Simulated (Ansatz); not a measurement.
Correlation energies of C3H4FNSi, SMILES `C=C[SiH](F)C#N` by basis set

```xyz
10

C     0.6611   -1.1356   -1.3038
C     0.1940   -0.9132   -0.0780
Si   -0.7688    0.5960    0.3325
F    -0.8743    1.5292   -0.9513
C     0.1243    1.5646    1.6343
N     0.6813    2.1269    2.4709
H     0.5002   -0.4309   -2.1138
H     1.2260   -2.0301   -1.5485
H     0.3824   -1.6466    0.7037
H    -2.1262    0.3398    0.8540
```

Total charge 0; spin multiplicity 1. Geometry: relaxed with PBE0-D4/def2-TZVP. It is one conformer, not always the lowest. Frozen core, restricted reference, Ansatz. CBS rows extrapolate triple and quadruple zeta; past MP2 they add the triple-zeta difference.

| basis | HF (Eh) | MP2 corr. |
| --- | --- | --- |
| def2-SVP | -558.49836 | -0.81155 |
| def2-TZVPP | -558.93436 | -1.01389 |
| def2-QZVPP | -558.95533 | -1.09003 |

Q: Estimate the CCSD correlation energy and the (T) correction in each basis where they were run (hartree).

A: 
```csv
basis,CCSD corr.,(T)
def2-SVP,-0.85025,-0.02864
def2-TZVPP,-1.04206,-0.04591
CBS(def2),-1.17461,as TZ
```
